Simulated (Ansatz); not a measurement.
Total energies of cyclo-(F2GeSe)2 (Ge2Se2F4) from Ansatz at PBE0-D4/def2-SVP, gas phase (1 Eh = 27.2114 eV = 2625.5 kJ/mol). The reference geometry is relaxed at r2SCAN-D4/def2-SVP.

| state | geometry | energy (Eh) |
| --- | --- | --- |
| charge 0 singlet | reference | -9353.87966 |
| charge 1 doublet | reference | -9353.50328 |
| charge 1 doublet | relaxed at r2SCAN-D4/def2-SVP | -9353.51237 |
| free Ge atom (triplet) | – | -2076.39507 |
| free F atom (doublet) | – | -99.54906 |
| free Se atom (triplet) | – | -2400.91098 |

Work out the vertical ionisation energy to the doublet.

E(charge 1 doublet) − E(charge 0 singlet) = -9353.50328 − (-9353.87966) = 0.37638 Eh = 10.24 eV. For comparison, −ε of the highest occupied level is 8.29 eV at this level, 1.95 eV less.

How much does the charge 1 doublet relax, and what is the adiabatic ionisation energy?

Relaxation: -9353.50328 − (-9353.51237) = 0.00909 Eh = 0.25 eV. Adiabatic ionisation energy: 0.36729 Eh = 9.99 eV, without zero-point energy. 

What is the binding energy per atom against free atoms?

Atoms: 2 × (-2076.39507) + 4 × (-99.54906) + 2 × (-2400.91098) = -9352.80834 Eh. Binding: -9352.80834 − (-9353.87966) = 1.07132 Eh = 29.15 eV, or 3.64 eV for each of 8 atoms (no zero-point energy, no counterpoise term).
